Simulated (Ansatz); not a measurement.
Relaxation of C₃H₉NSi (14 atoms, charge 0, multiplicity 1), to a largest force component of 0.015 eV/Å in at most 40 steps.

The calculation used RKS PBE-D4/def2-SVP (Ansatz 0.2.0).

```xyz
14
Properties=species:S:1:pos:R:3
C -1.145 1.252 0.993
Si 0.546 0.674 0.891
C 0.609 -1.002 0.087
C 0.185 -1.041 -1.304
N 0.888 -1.315 -2.317
H -1.625 1.429 -0.019
H -1.211 2.273 1.483
H -1.791 0.623 1.536
H 1.379 1.673 0.183
H 1.100 0.598 2.294
H 1.670 -1.354 0.122
H 0.075 -1.708 0.708
H -1.016 -0.841 -1.472
H 0.323 -1.292 -3.158
```

Problem. Where does it end, and by what steps?

Solution. The run converged. After 13 steps the energy has fallen by 0.486 eV; H13 moved furthest, 0.29 Å.

```tsv
step	energy less start (eV)	largest force component (eV/Å)	accepted
0	0.0000	3.958	yes
1	-0.3899	1.609	yes
2	-0.4555	0.764	yes
3	-0.3846	0.905	no
4	-0.4577	0.625	yes
5	-0.4705	0.251	yes
6	-0.4729	0.359	yes
7	-0.4846	0.082	yes
8	-0.4855	0.022	yes
9	-0.4860	0.032	yes
10	-0.4863	0.051	yes
11	-0.4862	0.065	no
12	-0.4864	0.017	yes
13	-0.4865	0.011	yes
```

```xyz
14
Properties=species:S:1:pos:R:3
C -1.195 1.327 0.934
Si 0.576 0.665 0.908
C 0.661 -1.077 0.119
C 0.107 -1.098 -1.271
N 0.865 -1.088 -2.306
H -1.597 1.432 -0.094
H -1.233 2.325 1.416
H -1.867 0.650 1.500
H 1.466 1.592 0.124
H 1.110 0.565 2.315
H 1.726 -1.388 0.098
H 0.094 -1.766 0.782
H -1.012 -1.093 -1.332
H 0.286 -1.076 -3.163
```

Whether the end is a true minimum wasn't checked by a vibrational analysis.

Time of the run: 22 s on 2 threads of INTEL(R) XEON(R) PLATINUM 8581C CPU @ 2.10GHz (Emerald Rapids) (shared host), peak memory 0.18 GiB.
